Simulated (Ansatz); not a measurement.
```yaml
crystal:
  periodic: [false, false, false]
  atoms:
    - {symbol: Cl, position_ang: [-0.025663, -0.210958, 2.315051]}
    - {symbol: Hf, position_ang: [0.015696, -0.009823, -0.035254]}
    - {symbol: Cl, position_ang: [1.477753, -1.539846, -0.942202]}
    - {symbol: Cl, position_ang: [-2.110721, -0.497881, -0.876043]}
    - {symbol: Cl, position_ang: [0.592422, 2.152769, -0.570427]}
basis:
  gaussian: {orbitals: def2-TZVP, final_grid: {core_spheres: 5, valence_spheres: 4, degree: 11}}
total_charge: 1
magnetization: {spin_polarized: true, initial_magnetization: 2}
hamiltonian: {xc: {name: r2SCAN}, dispersion: rvv10}
```

```sh
$ ansatz run in.yaml --threads 4 --pin off --events-out ev --progress --plain --max-ram 10444MiB
```

(1) How does Ansatz answer? (Best estimate.)

Results:

(1) Computed: The program refused the input.
```
Error: a molecule whose nuclei and cores have a total charge of 80 cannot have a net charge of 1 together with 2 unpaired electrons
```
